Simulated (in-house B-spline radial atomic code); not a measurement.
Configurations of Tm²⁺, with energies counted from [Xe] 4f13. Computed with a B-spline radial code for spherical atoms: scalar-relativistic (X2C) CAM-B3LYP, spin-polarised, spherical fractional occupations, exact exchange averaged over the configuration, Fermi nucleus of rms radius 5.2256 fm. Shells without spins written out take the highest spin.

Occupations are held fixed; configurations that lie above the ionisation limit could autoionise.

| configuration | E - E(ref) (eV) | highest orbital | its <r> (bohr) |
| --- | --- | --- | --- |
| [Xe] 4f12 5d1 | 4.4797 | 5d up | 2.272 |
| [Kr] 4d10 4f14 5s2 5p5 | 25.852 | 4f down | 0.8274 |
| [Kr] 4d10 4f13 5s2 5p5 6s1 | 27.077 | 6s up | 3.139 |
| [Kr] 4d10 4f13 5s2 5p5 6d1 | 38.181 | 6d up | 5.598 |
| [Kr] 4d10 4f13 5s2 5p5 6f1 | 42.6 | 6f up | 9.886 |
| [Kr] 4d9 4f13 5s2 5p6 5f1 | 188.16 | 5f up | 5.645 |

Task: Order these further configurations by energy, lowest first.
A. [Xe] 4f12 6s1
B. [Kr] 4d9 4f13 5s2 5p6 6p1
C. [Kr] 4d9 4f13 5s2 5p6 5d1
D. [Xe] 4f12 6p1
E. [Kr] 4d9 4f13 5s2 5p6 6s1

Result: A (3.9857 eV), D (9.1602 eV), E (175.28 eV), C (175.8 eV), B (180.46 eV).

Task: How far above the reference does [Kr] 4d9 4f13 5s2 5p6 6f1 lie?

Result: 190.91 eV; its least bound orbital is 6f up with <r> = 9.836 bohr.
